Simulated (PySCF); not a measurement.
Ionisation energy of As+ by level of theory

As+ [Ar] 3d10 4s2 4p2 (3P) → As(2+) [Ar] 3d10 4s2 4p1 (2P), as a difference of total energies. Computed with PySCF 2.14 in aug-cc-pVDZ-DK, with the spin-free X2C one-electron Hamiltonian (Gaussian nucleus). Correlated levels: valence: [Ar] 3d10 frozen. The calculations carry no spin-orbit coupling.

```
           method  ionisation energy (eV)
              UHF                  17.978
             PBE0                  18.577
             BP86                  18.625
    MP2 (valence)                  18.240
SCS-MP2 (valence)                  18.174
   CCSD (valence)                  18.269
CCSD(T) (valence)                  18.277
```

Task: How much does correlation contribute at CCSD(T) (valence)?

Result: 18.277 − (17.978) = 0.299 eV, measured against UHF.

The reference lies between the lowest fine-structure levels, while these numbers refer to the centres of the terms.

Errors of the correlated levels include the incompleteness of this basis and the frozen core.

For comparison: 18.589 eV (measured; NIST Atomic Spectra Database, ionization energies).
